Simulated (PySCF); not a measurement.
Match the barriers

Saddle point of BH$_{3}$SF$_{2}$, singlet (BHSF₂ ([F][B]([F])[SH]) + H₂ → BHF₂ ([F][BH][F]) + H₂S; bonds formed: B1–H6, S2–H5; bonds broken: B1–S2, H5–H6), PBE0-D4/def2-TZVP structure:

```
7
angstrom
B -0.6031 -0.2149 -0.0323
S 1.1845 0.3553 -0.8858
F -1.1895 -1.1261 -0.8188
F -1.2931 0.8461 0.4065
H 0.7320 -0.4877 0.4501
H -0.0863 -0.8504 1.0313
H 1.2555 1.4779 -0.1508
```

PySCF 2.14 with density fitting (its default auxiliary sets; JK sets also for MP2 and CCSD(T)); basis: def2-TZVPP, with def2-QZVPP for the basis limit; cores frozen in the correlated methods. Extrapolation: Hartree–Fock as exp(−7.88 √X), correlation as X^−2.97. Four methods, as single points on the PBE0-D4 structures, gave these electronic barriers from the start structure: 135.1, 148.0, 173.6, 235.6 kJ/mol.

The methods were, in alphabetical order, HF, MP2, PBE-D4, PBE0-D4. Which gave which? (A judgement: the text doesn't fix the answer.)

Computed: PBE-D4 135.1; PBE0-D4 148.0; MP2 173.6; HF 235.6 kJ/mol. For comparison, CCSD(T) at an estimated basis limit (MP2 extrapolated from triple and quadruple zeta, plus CCSD(T) − MP2 in triple zeta) gives 173.7 kJ/mol.

No T1 diagnostic of these runs exceeds 0.013. The end structure is not quite a true minimum (one mode of 37i cm⁻¹).

Labels in which every atom is bracketed show which atoms are joined, not bond orders.

For scale, one of the runs: CCSD(T)/def2-TZVPP, 177 basis functions, launched by `OMP_NUM_THREADS=4 python run.py`. Time: 100 s of wall clock on 4 CPU threads of an Intel Xeon 6975P-C; the host was shared. Peak host memory: 2 GiB.
